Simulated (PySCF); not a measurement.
# Electron correlation in Si⁺ (silicon, charge +1)

[Ne] 3s1 3p2, high-spin 4P determinant (an excited configuration). Computed with PySCF 2.14 in x2c-TZVPPall, with the spin-free X2C one-electron Hamiltonian (Gaussian nucleus). Frozen: 1s2; 11 electrons correlated.

| level | correlation energy (mhartree) |
| --- | --- |
| CCSD | -165.06 |
| (T) | -1.12 |
| CCSD(T) | -166.18 |

Diagnostics: T1 = 0.0031, D1 = 0.0100, largest double amplitude 0.071.

Cost of the coupled-cluster step: of the order of 2.4 core-seconds, for 11 correlated electrons.

Iterations:

```
CC2 = 0
CCSD nocc = (np.int64(7), np.int64(4)), nmo = (41, 41)
frozen orbitals [[0], [0]]
max_cycle = 100
direct = 0
conv_tol = 1e-08
conv_tol_normt = 1e-06
diis_space = 8
diis_start_cycle = 0
Init t2, MP2 energy = -0.157516633550688
Init E_corr(UCCSD) = -0.157516633557415
cycle = 1  E_corr(UCCSD) = -0.16261609624259  dE = -0.00509946269  norm(t1,t2) = 0.0273936
cycle = 2  E_corr(UCCSD) = -0.164352240716589  dE = -0.00173614447  norm(t1,t2) = 0.0101773
cycle = 3  E_corr(UCCSD) = -0.165072854779683  dE = -0.000720614063  norm(t1,t2) = 0.0042139
cycle = 4  E_corr(UCCSD) = -0.165065743953996  dE = 7.11082569e-06  norm(t1,t2) = 0.000387021
cycle = 5  E_corr(UCCSD) = -0.165055290880742  dE = 1.04530733e-05  norm(t1,t2) = 9.4442e-05
cycle = 6  E_corr(UCCSD) = -0.165057914521565  dE = -2.62364082e-06  norm(t1,t2) = 2.0338e-05
cycle = 7  E_corr(UCCSD) = -0.165057791159358  dE = 1.23362207e-07  norm(t1,t2) = 2.66468e-06
cycle = 8  E_corr(UCCSD) = -0.165057752055971  dE = 3.91033864e-08  norm(t1,t2) = 4.62653e-07
cycle = 9  E_corr(UCCSD) = -0.165057757741339  dE = -5.68536795e-09  norm(t1,t2) = 9.1834e-08
UCCSD converged
E(UCCSD) = -289.1940952166337  E_corr = -0.1650577577413392
UCCSD(T) correction = -0.00111644208798031
```

This basis was not built for core-valence correlation, so the inner-shell part is incomplete.
